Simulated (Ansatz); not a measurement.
Molecule: C₄H₂ClO (charge 0, doublet). It need not be the lowest isomer of its formula. 
Coordinates optimised at B3LYP-D3(BJ)/def2-TZVP (Ansatz, a program for electronic structure):
```xyz
8

Cl     1.9670     0.3474     0.0753
C      0.2880     0.0128     0.0289
C     -0.3682    -1.0875     0.4649
O     -1.6795    -1.0175     0.2734
C     -1.9156     0.2041    -0.3275
C     -0.7470     0.8657    -0.4960
H     -2.9426     0.4235    -0.5546
H     -0.6040     1.8386    -0.9345
```
Charge 0, spin multiplicity 2.

Quantity: atomisation energy (electronic, to ground-state atoms), in kJ/mol. Correlated levels leave the core frozen unless marked. UHF or UKS for open shells. Spin-orbit coupling is left out. Non-relativistic. The coupled-cluster limit lacks core correlation, which all-electron functionals hold. CBS marks a two-point X^-3 extrapolation of the correlation energy; Hartree-Fock from the larger set.

```json
[
 {"level": "PBE0-D4/def2-TZVP", "program": "Ansatz + dftd4", "atomisation energy (kJ/mol)": "3612.1"},
 {"level": "PBE0/def2-TZVP", "program": "Ansatz", "atomisation energy (kJ/mol)": "3595.0"},
 {"level": "RPA@PBE/cc-pV(T+d)Z", "program": "Ansatz", "atomisation energy (kJ/mol)": "3174.2"},
 {"level": "MP2/cc-pV(Q+d)Z", "program": "Ansatz", "atomisation energy (kJ/mol)": "3565.7"}
]
```

### Question
Predict the CCSD(T)/CBS(cc-pV(T+d)Z,cc-pV(Q+d)Z) result (Ansatz).

### Answer
3505.9 kJ/mol
